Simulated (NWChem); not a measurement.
# CH5AlClN; SMILES [NH]([AlH][Cl])C

```xyz
9

Al     0.5801    -0.1200     0.0000
Cl    -0.3769    -2.0130     0.0000
H      2.1589     0.0179     0.0000
N     -0.4706     1.3187     0.0000
C     -0.0732     2.7172     0.0000
H     -1.4884     1.1995     0.0000
H     -0.4379     3.2692     0.8967
H     -0.4379     3.2692    -0.8967
H      1.0335     2.8017     0.0000
```
Atoms are numbered in this order, from 1.

Results from NWChem. Pople sets run with spherical d functions. Coordinates come from a PBE-D3(BJ)/def2-SVP optimisation. Static field.

For level PBE/6-31+G*:

| Item | Value |
|---|---|
| isotropic polarisability (bohr³) | 59.6 |
| anisotropy (bohr³) | 28.8 |

Task: How do the values read with level CAM-B3LYP/6-31+G* instead?

Result: 
| Property | Value |
|---|---|
| isotropic polarisability (bohr³) | 54.9 |
| anisotropy (bohr³) | 24.5 |
